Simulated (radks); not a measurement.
Results of a calculation; reference values are marked as such.
Neutral promethium, 61 electrons, occupied as [Xe] 4f5 6s2. Level of theory: scalar-relativistic Kohn-Sham, PBEsol, spin-polarised, spherical densities, finite nucleus; open shells are filled with parallel spins first (spin-orbit coupling, left out, can overturn this in heavy ions); Fermi nuclear charge, rms radius 4.962 fm (a radial shooting solver on a logarithmic mesh with Libxc functionals).

Unscreened Slater integrals over Kohn-Sham orbitals (cm^-1). They are taken over the spin-up orbitals.

integral,value
"F0(4f,4f)",200760
"F2(4f,4f)",91672
"F4(4f,4f)",56828
"F6(4f,4f)",40695
"F0(4f,6s)",59675
"G3(4f,6s)",2399.5
"F0(4f,5p)",137460
"F2(4f,5p)",50286
"G2(4f,5p)",29730
"G4(4f,5p)",22176
"F0(4f,5s)",154480
"G3(4f,5s)",33110
"F0(6s,6s)",45932
"F0(6s,5p)",57672
"G1(6s,5p)",3955.9
"F0(6s,5s)",58463
"G0(6s,5s)",2080.0
"F0(5p,5p)",117530
"F2(5p,5p)",63066
"F0(5p,5s)",126220
"G1(5p,5s)",84001
"F0(5s,5s)",137680

Derived for the open shells (J is the average intra-shell exchange parameter used in DFT+U). 4f: F4/F2 = 0.620, F6/F2 = 0.444, J = (286 F2 + 195 F4 + 250 F6)/6435 = 7377 cm^-1.
